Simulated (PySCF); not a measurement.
**`CCNC(=O)C1[SiH2]C[SiH2]1`: 4 charge schemes on one density**

C5H13NOSi2.
Cartesian coordinates in Å at the GFN2-xTB level; atoms count from 1:
```
atom  x, y, z in Å
C1    -3.4333   -0.2192    0.0067
C2    -2.5244    0.9284    0.4371
N3    -1.2963    0.4514    1.0294
C4    -0.0895    0.5652    0.4179
O5     0.0455    1.1632   -0.6412
C6     1.0576   -0.0706    1.0908
Si7    1.6211   -1.5930    0.0381
C8     3.0607   -0.5280   -0.6242
Si9    2.6475    0.9010    0.5901
H10   -3.7089   -0.8330    0.8628
H11   -2.9247   -0.8463   -0.7217
H12   -4.3414    0.1720   -0.4439
H13   -3.0448    1.5735    1.1544
H14   -2.2294    1.5257   -0.4287
H15   -1.3720   -0.1177    1.8572
H16    0.8599   -0.2639    2.1435
H17    0.6318   -2.0686   -0.9281
H18    2.0231   -2.6934    0.9203
H19    2.9346   -0.2449   -1.6652
H20    4.0539   -0.9578   -0.5303
H21    3.5750    0.9464    1.7295
H22    2.4439    2.2289    0.0363
```

Density: PBE0/pcSseg-1 (PySCF); schemes: Mulliken, IAO, Hirshfeld and ESP-fitted. Isolated species at its GFN2-xTB geometry (one conformer only).

Task: Tabulate the Mulliken, IAO, Hirshfeld and ESP-fitted charges.

Result: In e:

```csv
atom,environment,Mulliken,IAO,Hirshfeld,ESP-fitted
C1,methyl carbon,-0.289,-0.427,-0.121,-0.408
C2,sp3 carbon bound to nitrogen,-0.047,-0.153,-0.018,+0.460
N3,amide nitrogen,-0.514,-0.339,-0.105,-0.778
C4,amide carbonyl carbon,+0.537,+0.426,+0.158,+0.689
O5,amide oxygen,-0.471,-0.545,-0.283,-0.523
C6,sp3 carbon bound to silicon,-0.822,-0.705,-0.215,-0.494
Si7,SiH2 silicon,+0.699,+0.778,+0.348,+0.457
C8,sp3 carbon bound to silicon,-0.806,-0.830,-0.252,-0.491
Si9,SiH2 silicon,+0.721,+0.783,+0.344,+0.487
H10,methyl hydrogen,+0.101,+0.133,+0.036,+0.094
H11,methyl hydrogen,+0.121,+0.148,+0.041,+0.117
H12,methyl hydrogen,+0.116,+0.146,+0.047,+0.089
H13,methylene hydrogen,+0.119,+0.136,+0.040,-0.027
H14,methylene hydrogen,+0.145,+0.172,+0.044,-0.013
H15,amide N–H hydrogen,+0.186,+0.262,+0.129,+0.374
H16,methine hydrogen,+0.146,+0.147,+0.032,+0.113
H17,Si–H hydrogen,-0.068,-0.111,-0.071,-0.086
H18,Si–H hydrogen,-0.080,-0.124,-0.079,-0.106
H19,methylene hydrogen,+0.178,+0.171,+0.041,+0.133
H20,methylene hydrogen,+0.162,+0.160,+0.034,+0.120
H21,Si–H hydrogen,-0.089,-0.133,-0.085,-0.122
H22,Si–H hydrogen,-0.047,-0.095,-0.067,-0.085
```

Mean size of the charges over all atoms: IAO 0.315 e, Mulliken 0.294 e, ESP-fitted 0.285 e, Hirshfeld 0.118 e. Each set sums to the total charge, 0, to within 0.001 e. The IAO scheme projects the occupied orbitals on a minimal set of polarised atomic orbitals and counts the electrons in each atom's part of it.

Lowest charge. The schemes don't all agree: Mulliken C6 (-0.822); IAO C8 (-0.830); Hirshfeld O5 (-0.283); ESP-fitted N3 (-0.778).

Highest charge. The schemes don't all agree: Mulliken Si9 (+0.721); IAO Si9 (+0.783); Hirshfeld Si7 (+0.348); ESP-fitted C4 (+0.689).

Task: How many electrons does the Mulliken scheme count on C6?

Result: Z − q = 6 − (-0.822) = 6.822.

Task: Sum the charges by element, for elements with more than one atom.

Result: 
| element | atoms | Mulliken | IAO | Hirshfeld | ESP-fitted |
| --- | --- | --- | --- | --- | --- |
| C | 5 | -1.427 | -1.689 | -0.448 | -0.244 |
| Si | 2 | +1.420 | +1.560 | +0.692 | +0.944 |
| H | 13 | +0.992 | +1.013 | +0.143 | +0.602 |

Task: How closely do the schemes follow one another over all atoms?

Result: Correlation coefficient and root-mean-square difference: Mulliken with IAO 0.98, 0.074 e; IAO with Hirshfeld 0.97, 0.251 e; Mulliken with Hirshfeld 0.94, 0.252 e; Mulliken with ESP-fitted 0.88, 0.188 e; IAO with ESP-fitted 0.84, 0.221 e; Hirshfeld with ESP-fitted 0.83, 0.250 e.

The run behind these numbers computed NMR shieldings as well. The run took 50 s of wall time on an Arm Neoverse V2 with one thread (shared host), and the process peaked at 1.1 GiB of memory.
